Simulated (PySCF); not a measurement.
Species: C₄H₂FN₃.
Cartesian coordinates in Å at the GFN2-xTB level; atoms count from 1:
```xyz
10
C4H2FN3 angstrom
C      2.817   -0.832   -0.604
C      1.672   -0.520   -0.430
C      0.335   -0.130   -0.233
N     -0.636   -0.966    0.077
N     -1.723   -0.186    0.171
C     -1.346    1.085   -0.090
F     -2.220    2.066   -0.066
N     -0.079    1.169   -0.345
H      3.817   -1.113   -0.755
H     -2.627   -0.569    0.400
```

The closed-shell ground state was solved at several levels (PySCF, density fitting, gas phase, non-relativistic).

```
              level  basis functions  total energy (Eh)  HOMO (eV)  LUMO (eV)  gap (eV)  dipole (D)
CAM-B3LYP/def2-SVPD              179          -417.1698      -8.85       0.11      8.96        2.14
      PBE0/pcSseg-1              146          -417.1305      -7.55      -0.91      6.64        2.23
```

Problem. What might B3LYP/pcJ-1 (236 basis functions) give for the same quantities?

Solution. Total energy -417.6337 Eh, HOMO -7.30 eV, LUMO -1.10 eV, gap 6.20 eV, dipole 2.26 D.

Problem. Over all these levels, which gives the widest orbital gap and which the narrowest?

Solution. CAM-B3LYP/def2-SVPD (range-separated hybrid) has the widest, 8.96 eV, and B3LYP/pcJ-1 (global hybrid, 20 % exact exchange) the narrowest, 6.20 eV. Functional and basis both differ between the two, so the spread mixes both effects.

Problem. How far do the dipole and the HOMO energy spread over the levels?

Solution. The dipole runs from 2.14 to 2.26 D (mean 2.21 D) and the HOMO from -8.85 to -7.30 eV.
